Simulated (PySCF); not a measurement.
HISeTe, SMILES [SeH][Te]I.

Coordinates come from a B3LYP-D3(BJ)/def2-SVP optimisation. The def2 effective core potentials stand for the cores of I, Te; spin–orbit coupling is left out. One conformer was computed; it need not be the lowest.

These are PySCF 2.14.0 with B3LYP-D3(BJ)/def2-SVP values and carry that method's errors.

Frequencies are harmonic and unscaled.

```json
[
 {"mode": "1", "ν (cm⁻¹)": "69", "IR (km/mol)": "0.2", "moving atoms (share of kinetic energy)": "Se 47 %, I 31 %, Te 20 %"},
 {"mode": "2", "ν (cm⁻¹)": "186", "IR (km/mol)": "10.4", "moving atoms (share of kinetic energy)": "Te 51 %, I 48 %"},
 {"mode": "3", "ν (cm⁻¹)": "239", "IR (km/mol)": "6.7", "moving atoms (share of kinetic energy)": "Se 62 %, Te 38 %"},
 {"mode": "4", "ν (cm⁻¹)": "297", "IR (km/mol)": "7.4", "moving atoms (share of kinetic energy)": "H 98 %"},
 {"mode": "5", "ν (cm⁻¹)": "690", "IR (km/mol)": "5.9", "moving atoms (share of kinetic energy)": "H 99 %"},
 {"mode": "6", "ν (cm⁻¹)": "2374", "IR (km/mol)": "10.9", "moving atoms (share of kinetic energy)": "H 99 %"}
]
```
